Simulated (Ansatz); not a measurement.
# Ligand exchange: GeH3Br + CH2FI → GeH3I + CH2BrF

Species: GeH3Br `[GeH3][Br]`, singlet; CH2FI `FCI`, singlet; GeH3I `[GeH3][I]`, singlet; CH2BrF `FCBr`, singlet. The partners trade Br for I: Ge–Br and C–I bonds give way to Ge–I and C–Br.

Shapes, held fixed at every level: PBE0-D4/def2-TZVP. Programs: Ansatz 0.2.0. The zero-point and thermal change to 298 K, harmonic and unscaled (PBE0-D4/def2-TZVP), is +0.6 kJ/mol.

(1) Estimate ΔH(298 K) of this reaction.

Results:

(1) The highest level, CCSD(T)/def2-TZVPP, gives ΔH(298 K) = +1.8 kJ/mol; the levels span -5.8 to +1.8. That is about zero within the method's error. They disagree on the sign: 4 of 8 are positive. The column of differences is taken from that level and isn't an error. No measured value is set beside it here. For atoms past krypton def2 sets carry core potentials with scalar relativity. Relativity is left out for Br, Ge. Outer-core shells of Br, Ge, I are correlated in most correlated rows, in sets that cover them unevenly.

```
             level                    kind  ΔH(298 K) (kJ/mol)  less CCSD(T)/def2-TZVPP
       HF/def2-SVP            Hartree–Fock                -5.8                     -7.6
 PBE-D4/def2-TZVPP                     GGA                +0.1                     -1.7
PBE0-D4/def2-TZVPP           global hybrid                -1.4                     -3.2
wB97M-V/def2-TZVPP  range-separated hybrid                +0.2                     -1.6
wB97X-V/def2-TZVPP  range-separated hybrid                -0.2                     -2.0
      MP2/def2-SVP     perturbation theory                -4.0                     -5.8
   CCSD/def2-TZVPP   coupled cluster or CI                +1.3                     -0.5
CCSD(T)/def2-TZVPP   coupled cluster or CI                +1.8                      0.0
```
